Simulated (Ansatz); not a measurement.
`[NH2][Sn]([F])([F])[F]` + `N[SiH2][SiH2][SeH]` → `[NH2][Sn]([F])([F])[SeH]` + `N[SiH2][SiH2]F`  (redistribution)

Isolated molecules relaxed with PBE0-D4/def2-TZVP in Ansatz; ΔE leaves out vibrations. CCSD(T)/CBS adds triple-zeta CCSD(T) − MP2 to the extrapolated MP2 energy (def2 sets, frozen cores). Functionals use def2-TZVPP. Elements past krypton have def2 core potentials. For Se, Sn outer-core shells are correlated without core-valence functions, which leaves a few kJ/mol of doubt a bond. Scalar relativity is left out up to krypton. One conformer a species, not always the lowest.

CCSD(T)/CBS gives -21.6 kcal/mol.

(1) Another level gave -21.5 kcal/mol. Which?
A. PBE/def2-TZVPP
B. HF/def2-TZVPP
C. B2PLYP/def2-TZVPP
D. CCSD(T)/def2-TZVPP

Largest T1 diagnostic among the species: 0.014.

## Answers

(1) D. CCSD(T)/def2-TZVPP -21.5, B2PLYP -22.8, PBE -20.2, HF/def2-TZVPP -24.9 kcal/mol.

The D4 term adds +1.0 kcal/mol with B3LYP and +0.5 kcal/mol with PBE0; it sums over pairs of atoms, weighted by their polarisabilities, and B3LYP, whose exchange is more repulsive, gets the larger term. In def2-TZVPP, CCSD(T) changes the Hartree–Fock value by +3.4 kcal/mol (the triples alone add +0.8 kcal/mol) and MP2 by +3.0 kcal/mol. From PBE to PBE0 (25 % exact exchange), in def2-TZVPP and without D4, ΔE moves by −0.9 kcal/mol.

B3LYP here is the variant with VWN-RPA as its local correlation; programs differ in this.
